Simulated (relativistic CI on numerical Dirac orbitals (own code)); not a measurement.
Computed by Dirac-Coulomb-Breit CI, KLI orbitals optimised for each configuration, QED by a radiative potential, unscaled Slater integrals (own radial code, finite nucleus).

The strongest absorption lines from the ground level of an ion, among the configurations computed and to levels below about 222 eV (vacuum wavelength in Å, gf): 124.47 (0.007), 139.61 (0.02), 145.63 (0.76), 156.52 (0.031), 169.74 (0.15), 207.56 (0.04), 240.82 (0.082).

(1) Which ion is it?
A. Ga¹⁷⁺
B. Co¹³⁺
C. Br²¹⁺
D. Ga¹⁵⁺

## Answers

(1) A. Ga¹⁷⁺ has 14 electrons and the ground level 3s2 3p2 3P_0; the strongest line goes to 3s2 3p 3d 3D°_1. The pattern of lines fixes the number of electrons, and along that sequence the line energies rise steadily with the charge (about as its square where n changes within one kind of shell, about linearly where n is kept but much faster in heavy ions where fine structure, which grows about as Z⁴, sets the gap, and irregularly where shells cross), which fixes Z. Configurations outside the model, such as inner-shell arrays, can give stronger lines. At this charge energies of transitions that change n are usually good to better than 1 %, and those within a shell (Δn = 0) to a few per cent.

LS names give the leading component of a level, which can be under half, so a name can repeat, a term be missing and a line seem to break the LS rules.
